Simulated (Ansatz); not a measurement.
`[CH3][W](=[O])([OH])=[S]` + NH₃ → `[NH2][W](=[O])([OH])=[S]` + CH₄ at 600 K and 1 bar (ligand exchange at a W–C bond).

Gas-phase electronic energies from Ansatz, PBE0-D4/def2-TZVP geometries. CCSD(T)/CBS adds triple-zeta CCSD(T) − MP2 to the extrapolated MP2 energy (def2 sets, frozen cores). This one scheme is used for every species. Elements past krypton have def2 core potentials. For W outer-core shells are correlated without core-valence functions, which leaves a few kJ/mol of doubt a bond. Each species was taken in one conformer, which may not be the lowest.

| species | CCSD(T)/CBS energy (Eh) | H − E (kJ/mol) | S (J/(mol·K)) |
| --- | --- | --- | --- |
| `[CH3][W](=[O])([OH])=[S]` | -655.68404 | 203.9 | 455.9 |
| NH₃ | -56.50880 | 112.4 | 219.5 |
| `[NH2][W](=[O])([OH])=[S]` | -671.76091 | 175.2 | 448.9 |
| CH₄ | -40.46206 | 140.4 | 215.7 |

H − E and S are ideal-gas, rigid-rotor, harmonic terms from PBE0-D4/def2-TZVP, for one conformer and one mirror image of each species. 1 Eh = 2625.50 kJ/mol, R = 8.31446 J/(mol·K).

Question: By hand: ΔE, ΔH, ΔS and ΔG.

Answer: ΔE = (-671.76091) + (-40.46206) − (-655.68404) − (-56.50880) = -0.03013 Eh = -79.1 kJ/mol. Δ(H − E) = 175.2 + 140.4 − 203.9 − 112.4 = -0.7, so ΔH = -79.8 kJ/mol. ΔS = 448.9 + 215.7 − 455.9 − 219.5 = -10.8 J/(mol·K). ΔG = -79.8 − 600 × (-10.8)/1000 = -73.3 kJ/mol.

Question: By hand: the equilibrium constant, and the temperature at which ΔG would vanish if ΔH and ΔS stayed fixed.

Answer: log₁₀ K = −ΔG/(RT ln 10) = 6.4. ΔG = 0 at ΔH/ΔS = 7389 K, far beyond where these terms or the molecules hold.

The number of gas molecules stays the same, so ΔS is small and ΔH decides. A doubt of 5 kJ/mol in ΔE shifts log₁₀ K by 0.4 here. Other conformers and mirror images would add mixing entropy, several J/(mol·K) or more a flexible species. These are equilibria of isolated gas molecules and say nothing of rates. Largest T1 diagnostic: 0.023 (customary marks: 0.02 for closed shells, 0.045 for open ones).
